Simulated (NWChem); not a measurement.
System: C₂H₃ClFNSi; SMILES N#CC[Si@H](Cl)F

The following NWChem deck was run.

```
start job
memory heap 200 mb stack 900 mb global 1100 mb
geometry units angstroms
  N     -3.256411    -0.972124     0.069596
  C     -2.365513    -0.256139     0.076379
  C     -1.240706     0.632553     0.095825
  Si     0.418872    -0.315077     0.164395
  F      0.619593    -0.966153    -1.292092
  Cl     1.906553     0.992149     0.441183
  H     -1.279449     1.248602    -0.807539
  H     -1.347184     1.295734     0.956739
  H      0.440268    -1.428178     1.087194
end
basis spherical
  * library def2-svp
end
dft
  xc pbe0
  iterations 150
end
driver
  maxiter 120
end
task dft optimize
task dft freq
```

Parts of the log:

```
             Northwest Computational Chemistry Package (NWChem) 7.3.0
             --------------------------------------------------------

 C1  symmetry detected

                             Geometry "geometry" -> ""
                             -------------------------

 Output coordinates in angstroms (scale by  1.889725989 to convert to a.u.)

  No.       Tag          Charge          X              Y              Z
 ---- ---------------- ---------- -------------- -------------- --------------
    1 N                    7.0000     0.09170749    -3.34902062    -0.22273977
    2 C                    6.0000     0.40792250    -2.29841943     0.09761156
    3 C                    6.0000     0.80277151    -0.97554566     0.48418842
    4 Si                  14.0000    -0.25400262     0.36656635    -0.37538553
    5 F                    9.0000    -1.70166992     0.30676746     0.32191407
    6 Cl                  17.0000     0.52384450     2.16508680     0.02326748
    7 H                    1.0000     0.69592783    -0.89331221     1.56996279
    8 H                    1.0000     1.86063134    -0.85311941     0.24280922
    9 H                    1.0000    -0.49696624     0.13405491    -1.78176981

 Effective nuclear repulsion energy (a.u.)     333.0986476468

                                Z-matrix (autoz)
                                --------

 Units are Angstrom for bonds and degrees for angles

[...]

      ----------------------
      Optimization converged
      ----------------------

  Step       Energy      Delta E   Gmax     Grms     Xrms     Xmax
  ---- ---------------- -------- -------- -------- -------- --------
@   15    -981.46755044 -1.6D-08  0.00006  0.00002  0.00051  0.00127
                                     ok       ok       ok       ok

                                Z-matrix (autoz)
                                --------

 Units are Angstrom for bonds and degrees for angles

[...]

 Rotational Constants
 --------------------
 A=   0.171260 cm-1  (  0.246399 K)
 B=   0.040185 cm-1  (  0.057816 K)
 C=   0.034468 cm-1  (  0.049590 K)

 Temperature                      =   298.15K
 frequency scaling parameter      =   1.0000

 Zero-Point correction to Energy  =   31.422 kcal/mol  (  0.050073 au)
 Thermal correction to Energy     =   35.924 kcal/mol  (  0.057248 au)
 Thermal correction to Enthalpy   =   36.516 kcal/mol  (  0.058192 au)

 Total Entropy                    =   86.227 cal/mol-K
   - Translational                =   40.316 cal/mol-K (mol. weight = 122.9707)
   - Rotational                   =   28.298 cal/mol-K (symmetry #  =        1)
   - Vibrational                  =   17.613 cal/mol-K

 Cv (constant volume heat capacity) =   23.343 cal/mol-K
   - Translational                  =    2.979 cal/mol-K
   - Rotational                     =    2.979 cal/mol-K
   - Vibrational                    =   17.384 cal/mol-K

[normal modes left out]

 ----------------------------------------------------------------------------
 Normal Eigenvalue ||           Projected Infra Red Intensities
  Mode   [cm**-1]  || [atomic units] [(debye/angs)**2] [(KM/mol)] [arbitrary]
 ------ ---------- || -------------- ----------------- ---------- -----------
    1       -0.000 ||    0.000327           0.008         0.319       0.112
    2       -0.000 ||    0.000029           0.001         0.028       0.010
    3       -0.000 ||    0.000159           0.004         0.155       0.054
    4       -0.000 ||    0.001105           0.025         1.077       0.377
    5        0.000 ||    0.001095           0.025         1.067       0.374
    6        0.000 ||    0.000364           0.008         0.355       0.124
    7       46.928 ||    0.009562           0.221         9.322       3.263
    8       94.930 ||    0.008580           0.198         8.364       2.928
    9      192.648 ||    0.000848           0.020         0.826       0.289
   10      235.387 ||    0.014657           0.338        14.289       5.002
   11      277.191 ||    0.012322           0.284        12.012       4.205
   12      383.969 ||    0.000325           0.008         0.317       0.111
   13      464.034 ||    0.002229           0.051         2.173       0.761
   14      589.304 ||    0.093033           2.146        90.693      31.749
   15      688.934 ||    0.007004           0.162         6.828       2.390
   16      732.297 ||    0.112736           2.601       109.901      38.474
   17      817.632 ||    0.128395           2.962       125.166      43.817
   18      845.490 ||    0.022718           0.524        22.147       7.753
   19      942.689 ||    0.184203           4.250       179.570      62.863
   20      984.537 ||    0.002829           0.065         2.758       0.965
   21     1150.307 ||    0.002767           0.064         2.697       0.944
   22     1197.632 ||    0.063835           1.473        62.230      21.785
   23     1393.308 ||    0.012054           0.278        11.751       4.114
   24     2325.596 ||    0.073211           1.689        71.370      24.985
   25     2407.967 ||    0.026009           0.600        25.355       8.876
   26     3077.477 ||    0.005868           0.135         5.720       2.002
   27     3141.952 ||    0.004895           0.113         4.772       1.671
 ----------------------------------------------------------------------------
```

Level: PBE0/def2-SVP.
